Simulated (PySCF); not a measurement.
Several orderings of computed values.

All species are isolated and taken at one optimised geometry, non-relativistic unless stated; the electronic structure was computed with PySCF and density fitting.

Dipoles, sizes and rotational constants follow the conformer. The torsions of the flexible species, by atom-mapped SMILES:
- `[F:1][C:2]([F:3])[c:4]1[cH:5][cH:6][cH:7][o:8]1`: F1–C2–C4–C5 0°
- `[CH2:1][C:2](=[CH2:3])[CH:4]=[C:5]=[C:6]=[CH2:7]`: C1–C2–C4–C5 -3°
- `[H]/[C:1]=[CH:2]/[C:3]([CH3:4])=[CH:5]\[C:6]#[CH:7]`: C1–C2–C3–C4 -2°
- `[CH2:1]=[CH:2][CH2:3][CH2:4][S:5](=[O:6])(=[O:7])[O-:8]`: C1–C2–C3–C4 -119°, C2–C3–C4–S5 -175°, C3–C4–S5–O6 58°
- `[CH2:1]=[CH:2][n:3]1[c:4]([CH3:5])[n:6][n:7][c:8]1[CH3:9]`: C1–C2–N3–C4 6°

(1) Rank by isotropic g value, lowest first (unrestricted B3LYP/pcH-1, mean-field spin–orbit at GFN2-xTB geometries).
A. `[CH2]C#CC#CCCl` [radical]
B. `[CH2]C(=O)C#CC(F)F` [radical]
C. `C=C=C=CC([CH2])=C` [radical]
D. `F[C](F)c1ccco1` [radical]
E. `[H]/[C]=C/C(C)=C\C#C` [radical]

(2) By how much do the two ends of that ranking differ?

(3) Rank by smallest rotational constant, lowest first (GFN2-xTB).
A. `C=CCCS(=O)(=O)[O-]`
B. `[H]/[C]=C/C(C)=C\C#C` [radical]
C. `C#C[C]C#N` [triplet]
D. `[CH2]C#CC#CCCl` [radical]
E. `[CH2]C(=C)C=C=C=C` [radical]
F. `C=Cn1c(C)nnc1C`
G. `[CH2]C(=O)C#CC(F)F` [radical]

(4) Give the two extremes of that set in cm⁻¹.

Results:

(1) E (2.00224), C (2.00259), A (2.00279), D (2.00358), B (2.00509).

(2) By 0.00285, between `[CH2]C(=O)C#CC(F)F` [doublet state] and `[H]/[C]=C/C(C)=C\C#C` [doublet state].

(3) D (0.596 GHz), G (0.767 GHz), A (0.874 GHz), F (1.023 GHz), E (1.124 GHz), B (1.347 GHz), C (2.332 GHz).

(4) `[CH2]C#CC#CCCl` [doublet state]: 0.0199 cm⁻¹; `C#C[C]C#N` [triplet state]: 0.0778 cm⁻¹.
